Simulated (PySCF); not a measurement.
C3H5ClF2, SMILES ClCC(F)(C)F. Atoms are numbered in the order given.

```xyz
11

C     -1.7364    -0.1873     0.0351
C     -0.4653     0.6179    -0.0818
F     -0.1245     1.1094     1.1417
F     -0.6835     1.7007    -0.8922
C      0.7415    -0.1004    -0.6749
Cl     1.1804    -1.5492     0.2508
H     -1.5746    -1.0442     0.7015
H     -2.5229     0.4587     0.4498
H     -2.0471    -0.5479    -0.9557
H      1.5921     0.5940    -0.6667
H      0.5205    -0.3962    -1.7086
```
Charge 0, spin multiplicity 1.

The structure is a stationary point at ωB97X-D3(BJ)/def2-SVP. Other conformers were not sampled.

The numbers are results of PySCF with KT2/pcSseg-1, not measurements.

GIAO shieldings, no solvent; atoms listed in one row are averaged. δ = σ(ref) − σ: ¹³C against TMS (σ = 185.1 ppm); ¹⁹F against CFCl3 (σ = 127.1 ppm); ³⁵Cl against HCl (σ = 945.4 ppm); ¹H against TMS (σ = 31.47 ppm), references at their B3LYP-D3(BJ)/def2-TZVP geometries, non-relativistic (without spin–orbit terms, shifts of atoms bonded to Cl or Br come out too high).

| nucleus | atoms | count | δ (ppm) |
|---|---|---|---|
| ¹³C | C2 | 1 | 128.0 |
| ¹³C | C5 | 1 | 53.4 |
| ¹³C | C1 | 1 | 23.2 |
| ¹⁹F | F4 | 1 | -143.6 |
| ¹⁹F | F3 | 1 | -145.4 |
| ³⁵Cl | Cl6 | 1 | 76.3 |
| ¹H | H10 | 1 | 3.86 |
| ¹H | H11 | 1 | 3.55 |
| ¹H | H7, H8, H9 | 3 | 1.92 |
